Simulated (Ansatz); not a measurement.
`O[SiH2]C[Si](O)(F)F` from Hartree–Fock to CCSD(T)

```xyz
13

O     0.457    1.268   -2.051
Si    0.136    1.721   -0.504
C     0.522    0.331    0.698
Si   -0.435   -1.202    0.430
O     0.300   -2.484    1.090
F    -0.634   -1.449   -1.138
F    -1.914   -1.069    0.991
H     0.041    0.459   -2.358
H     1.008    2.887   -0.234
H    -1.290    2.109   -0.322
H     0.341    0.680    1.721
H     1.589    0.094    0.619
H    -0.122   -3.345    1.058
```

Charge 0, multiplicity 1. All single points use the PBE0-D4/def2-TZVP geometry. It is one conformer, not always the lowest. Frozen core, restricted reference, Ansatz 0.2.0. CBS rows extrapolate triple and quadruple zeta; past MP2 they add the triple-zeta difference.

| basis | HF (Eh) | MP2 corr. | CCSD corr. | (T) | CCSD(T) total |
| --- | --- | --- | --- | --- | --- |
| def2-TZVPP | ? | -1.38703 | -1.42017 | -0.04706 | ? |
| def2-QZVPP | -968.35289 | ? | – | – | – |
| CBS(def2) | ? | -1.59424 | ? | as TZ | ? |

Task: Fill in the withheld values. (Estimate.)

Result: The calculation gave: def2-TZVPP HF (Eh): -968.31513; def2-TZVPP CCSD(T) total: -969.78236; def2-QZVPP MP2 corr.: -1.50606; CBS(def2) HF (Eh): -968.35809; CBS(def2) CCSD corr.: -1.62738; CBS(def2) CCSD(T) total: -970.03253.
